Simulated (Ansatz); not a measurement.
Ansatz (an electronic-structure program) input (B3LYP-D3(BJ)/def2-TZVP):

Ansatz 0.2 input:
```yaml
crystal:
  periodic: [false, false, false]
  atoms:
    - {symbol: Cr, position_ang: [-0.01342413, 0.00401218, -0.02477609]}
    - {symbol: O, position_ang: [-1.08420994, -1.11814716, -0.11408376]}
    - {symbol: O, position_ang: [-0.10332863, 1.24387238, -0.95680838]}
    - {symbol: O, position_ang: [1.15231599, -0.11371139, 0.99576105]}
basis:
  gaussian:
    orbitals: def2-TZVP
hamiltonian:
  xc: b3lyp
  dispersion: d3bj
relax: {f_tol: 0.002, max_steps: 150}
```

Output:

```
Functional definition: B3LYP
integrals: 0.06 GiB planned
939 factors; their error is unknown
mean field: 0.52 GiB planned
mean field evaluation 1: about -34539.9728 eV, gradient 1.3e2 eV
mean field evaluation 2: about -34063.5416 eV, gradient 6.0e2 eV
mean field evaluation 4: about -34562.7830 eV, gradient 4.3e1 eV
mean field evaluation 8: about -34564.8567 eV, gradient 4.4e-1 eV
mean field evaluation 16: about -34564.9817 eV, gradient 2.2e-4 eV
mean field -34564.98171475 eV, -1270.2396490309 hartree, gradient 6.0e-5 eV, S^2 0.000000; 0 other end points of the search recorded, 0 dependent functions left out
the calculation of the forces begins
reference -34564.98194804 eV, -1270.2396576041 hartree; 24, 24 occupied and 114, 114 virtual orbitals, 939 factors
relax step   1: F+E_penalty+E_count = -34565.10992110 eV  Δ(F+E_penalty+E_count) = +0.000e0 eV  max|allowed force component| = 1.143e0 eV/Å  Δτ_max = 0.0000 Å  (33 SCF iters, accepted)
these checks for a lower state are left out or cut short: starts, cluster_reference, orbital_swaps, neighbouring_geometries, increment
integrals: 0.06 GiB planned
939 factors; their error is unknown
mean field: 0.52 GiB planned
mean field -34565.02470426 eV, -1270.2412288663 hartree, gradient 2.7e-5 eV, S^2 0.000000; 0 other end points of the search recorded, 0 dependent functions left out
the calculation of the forces begins
reference -34565.02493744 eV, -1270.2412374356 hartree; 24, 24 occupied and 114, 114 virtual orbitals, 939 factors
relax step   2: F+E_penalty+E_count = -34565.15251702 eV  Δ(F+E_penalty+E_count) = -4.260e-2 eV  max|allowed force component| = 4.160e-1 eV/Å  Δτ_max = 0.0148 Å  (39 SCF iters, accepted)
these checks for a lower state are left out or cut short: starts, cluster_reference, orbital_swaps, neighbouring_geometries, increment
integrals: 0.06 GiB planned
939 factors; their error is unknown
mean field: 0.52 GiB planned
mean field evaluation 32: about -34565.0281 eV, gradient 9.1e-4 eV
mean field -34565.02806561 eV, -1270.2413523938 hartree, gradient 1.1e-5 eV, S^2 0.000000; 0 other end points of the search recorded, 0 dependent functions left out
the calculation of the forces begins
reference -34565.02829945 eV, -1270.2413609873 hartree; 24, 24 occupied and 114, 114 virtual orbitals, 939 factors
relax step   3: F+E_penalty+E_count = -34565.15552853 eV  Δ(F+E_penalty+E_count) = -3.012e-3 eV  max|allowed force component| = 1.146e0 eV/Å  Δτ_max = 0.1948 Å  (49 SCF iters, accepted)
these checks for a lower state are left out or cut short: starts, cluster_reference, orbital_swaps, neighbouring_geometries, increment
integrals: 0.06 GiB planned
939 factors; their error is unknown
mean field: 0.52 GiB planned
mean field -34565.09196511 eV, -1270.2437006569 hartree, gradient 1.7e-5 eV, S^2 0.000000; 0 other end points of the search recorded, 0 dependent functions left out
the calculation of the forces begins
reference -34565.09219817 eV, -1270.2437092216 hartree; 24, 24 occupied and 114, 114 virtual orbitals, 939 factors
relax step   4: F+E_penalty+E_count = -34565.22037680 eV  Δ(F+E_penalty+E_count) = -6.485e-2 eV  max|allowed force component| = 4.410e-2 eV/Å  Δτ_max = 0.0367 Å  (46 SCF iters, accepted)
these checks for a lower state are left out or cut short: starts, cluster_reference, orbital_swaps, neighbouring_geometries, increment
integrals: 0.06 GiB planned
939 factors; their error is unknown
mean field: 0.52 GiB planned
mean field -34565.09280922 eV, -1270.2437316774 hartree, gradient 2.3e-5 eV, S^2 0.000000; 0 other end points of the search recorded, 0 dependent functions left out
the calculation of the forces begins
reference -34565.09304229 eV, -1270.2437402427 hartree; 24, 24 occupied and 114, 114 virtual orbitals, 939 factors
relax step   5: F+E_penalty+E_count = -34565.22131720 eV  Δ(F+E_penalty+E_count) = -9.404e-4 eV  max|allowed force component| = 2.033e-2 eV/Å  Δτ_max = 0.0113 Å  (39 SCF iters, accepted)
these checks for a lower state are left out or cut short: starts, cluster_reference, orbital_swaps, neighbouring_geometries, increment
integrals: 0.06 GiB planned
939 factors; their error is unknown
mean field: 0.52 GiB planned
mean field -34565.09288770 eV, -1270.2437345615 hartree, gradient 2.1e-5 eV, S^2 0.000000; 0 other end points of the search recorded, 0 dependent functions left out
the calculation of the forces begins
reference -34565.09312079 eV, -1270.2437431274 hartree; 24, 24 occupied and 114, 114 virtual orbitals, 939 factors
relax step   6: F+E_penalty+E_count = -34565.22143704 eV  Δ(F+E_penalty+E_count) = -1.198e-4 eV  max|allowed force component| = 6.073e-4 eV/Å  Δτ_max = 0.0056 Å  (41 SCF iters, accepted)
integrals: 0.06 GiB planned
939 factors; their error is unknown
mean field: 0.52 GiB planned
mean field evaluation 64: about -34564.9091 eV, gradient 6.7e0 eV
mean field -34565.09288770 eV, -1270.2437345615 hartree, gradient 2.7e-5 eV, S^2 0.000000; 1 other end points of the search recorded, 0 dependent functions left out
the calculation of the forces begins
reference -34565.09312079 eV, -1270.2437431274 hartree; 24, 24 occupied and 114, 114 virtual orbitals, 939 factors
Total energy: -34565.22167013 eV, -1270.2484672284 hartree
Atom 0 at    -0.153037     0.124767     0.149564 Å, force    -0.000525     0.000419     0.000607 eV/Å
Atom 1 at    -1.027266    -1.147116    -0.171799 Å, force     0.000037    -0.000286    -0.000207 eV/Å
Atom 2 at    -0.056939     1.191838    -1.006879 Å, force     0.000173     0.000017    -0.000312 eV/Å
Atom 3 at     1.188596    -0.153463     0.929207 Å, force     0.000314    -0.000150    -0.000088 eV/Å
Dipole moment:    -0.319579     0.273945     0.395946 e Å
```
